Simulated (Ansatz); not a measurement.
`Cl[SiH]1NCO1` at its PBE0-D4/def2-TZVP geometry, where that method's forces vanish. The species carries charge 0 and has multiplicity 1.

```xyz
9

Cl   -1.7917    1.4831    1.4343
Si    0.0075    0.6822    0.8743
N     0.2900    0.4740   -0.7997
C     0.1819   -0.9707   -0.5751
O     0.0777   -0.9737    0.8603
H     1.0068    1.3654    1.7133
H    -0.1465    0.8846   -1.6066
H     1.0804   -1.5194   -0.8726
H    -0.7061   -1.4255   -1.0281
```

(1) What forces (eV/Å) does ωB97M-V/def2-TZVPP give on these atoms in Ansatz 0.2.0? (Best estimate.)

## Answers

(1) Ansatz gave: 
```
Cl1 -0.025  0.003 -0.005
Si2  0.168  0.167  0.200
N3  -0.012  0.219 -0.098
C4   0.033 -0.362 -0.300
O5  -0.037 -0.030  0.198
H6  -0.125 -0.083 -0.104
H7   0.009 -0.024  0.030
H8  -0.103  0.058  0.032
H9   0.092  0.052  0.048
```
